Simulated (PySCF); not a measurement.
## Electron correlation in Rh (rhodium, neutral)

[Kr] 4d8 5s1, high-spin 4F determinant. Calculation: PySCF 2.14, in x2c-TZVPPall; scalar relativity by spin-free X2C-1e. Frozen: [Kr]; 9 electrons correlated.

| level | correlation energy (mhartree) |
| --- | --- |
| CCSD | -240.84 |
| (T) | -9.02 |
| CCSD(T) | -249.86 |

Diagnostics: T1 = 0.015, D1 = 0.0582, largest double amplitude 0.020.

Cost of the coupled-cluster step: of the order of 6 core-seconds, for 9 correlated electrons.
